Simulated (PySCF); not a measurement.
Radial density of Pd³⁺ (palladium, charge +3)

M06-L, [Kr] 4d7, high-spin 4F determinant. All numbers are calculated (PySCF 2.14, a scalar-relativistic core potential, in aug-cc-pV5Z-PP with ECP28MDF (8s8p7d5f4g3h2i, 197 functions)). This is the valence pseudo-density: the core potential removes the inner electrons and smooths the orbitals near the nucleus.

```json
{"r (bohr)": "0.0141", "4πr²ρ (e/bohr)": "1.468e-05", "4πr²(ρα − ρβ)": "0.0000"}
{"r (bohr)": "0.0238", "4πr²ρ (e/bohr)": "3.094e-05", "4πr²(ρα − ρβ)": "0.0000"}
{"r (bohr)": "0.0400", "4πr²ρ (e/bohr)": "6.171e-05", "4πr²(ρα − ρβ)": "0.0000"}
{"r (bohr)": "0.0673", "4πr²ρ (e/bohr)": "0.0001628", "4πr²(ρα − ρβ)": "0.0000"}
{"r (bohr)": "0.113", "4πr²ρ (e/bohr)": "0.0009743", "4πr²(ρα − ρβ)": "0.0002"}
{"r (bohr)": "0.191", "4πr²ρ (e/bohr)": "0.01178", "4πr²(ρα − ρβ)": "0.0028"}
{"r (bohr)": "0.320", "4πr²ρ (e/bohr)": "0.2415", "4πr²(ρα − ρβ)": "0.0452"}
{"r (bohr)": "0.539", "4πr²ρ (e/bohr)": "4.809", "4πr²(ρα − ρβ)": "0.6213"}
{"r (bohr)": "0.907", "4πr²ρ (e/bohr)": "16.60", "4πr²(ρα − ρβ)": "2.5985"}
{"r (bohr)": "1.52", "4πr²ρ (e/bohr)": "6.490", "4πr²(ρα − ρβ)": "1.7500"}
{"r (bohr)": "2.56", "4πr²ρ (e/bohr)": "0.4829", "4πr²(ρα − ρβ)": "0.1541"}
{"r (bohr)": "4.31", "4πr²ρ (e/bohr)": "0.002914", "4πr²(ρα − ρβ)": "0.0007"}
{"r (bohr)": "7.26", "4πr²ρ (e/bohr)": "3.159e-05", "4πr²(ρα − ρβ)": "0.0000"}
```

Energies and moments cover only the electrons outside the core potential.
